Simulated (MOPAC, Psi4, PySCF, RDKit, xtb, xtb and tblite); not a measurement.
Two geometries of C6H9ClSi2, SMILES Cl[SiH2][SiH2]c1ccccc1, relaxed at GFN2-xTB with one dihedral held; other torsions can differ between them too.

Structure A

```
18

Cl    -4.0354    -3.4738    -1.0405
Si    -2.4027    -2.5261    -1.7828
Si    -1.6607    -0.9008    -0.3069
C      0.2281    -0.9130    -0.2627
C      0.9576    -0.9901    -1.4465
C      2.3401    -0.9837    -1.4384
C      3.0243    -0.9029    -0.2366
C      2.3169    -0.8271     0.9509
C      0.9335    -0.8310     0.9332
H     -1.4313    -3.5866    -2.0659
H     -2.8195    -1.9976    -3.0850
H     -2.0853     0.4459    -0.7275
H     -2.1345    -1.0704     1.0743
H      0.4301    -1.0565    -2.3892
H      2.8869    -1.0432    -2.3687
H      4.1045    -0.8999    -0.2265
H      2.8449    -0.7643     1.8917
H      0.3884    -0.7701     1.8643
```

Structure B

```
18

Cl     4.9088     0.3995    -0.4589
Si     2.9535     0.9129    -0.2573
Si     1.6135    -0.9812    -0.2882
C      2.6764    -2.5292    -0.4934
C      2.9656    -3.3638     0.5817
C      3.7934    -4.4617     0.4323
C      4.3526    -4.7439    -0.8023
C      4.0778    -3.9236    -1.8839
C      3.2498    -2.8279    -1.7266
H      2.6788     1.8554    -1.3446
H      2.8739     1.6880     0.9829
H      0.6505    -0.9425    -1.3994
H      0.8329    -1.1301     0.9481
H      2.5330    -3.1497     1.5492
H      4.0050    -5.0979     1.2800
H      5.0014    -5.5995    -0.9216
H      4.5130    -4.1382    -2.8496
H      3.0422    -2.1912    -2.5760
```

Question: Which is lower in energy at the level B3LYP-D3(BJ)/def2-SVP // GFN2-xTB in Psi4 1.11, and by how much?

Answer: B is lower, by 5.36 kJ/mol (dihedral Cl1–Si2–Si3–C4: 140° in A, 0° in B).

E(B) − E(A) in kJ/mol at the other levels, on the same two geometries: GFN2-xTB (xtb and tblite) 0.60; MMFF94 // GFN2-xTB (RDKit) -2.08; B3LYP/def2-SVP // GFN2-xTB (Psi4) -2.94; PBE/def2-SVP // GFN2-xTB (Psi4) -3.22; PBE-D3(BJ)/def2-SVP // GFN2-xTB (Psi4) -4.76; UFF // GFN2-xTB (RDKit) -2.07; PM6, restricted, heats of formation // GFN2-xTB (MOPAC) -0.98; AM1, restricted, heats of formation // GFN2-xTB (MOPAC) -3.89; GFN1-xTB // GFN2-xTB (xtb) -0.09; restricted B3LYP/6-31G*, spherical d, density fitting // GFN2-xTB (PySCF) -0.78; restricted M06-2X/6-31G*, spherical d, density fitting // GFN2-xTB (PySCF) -1.99.
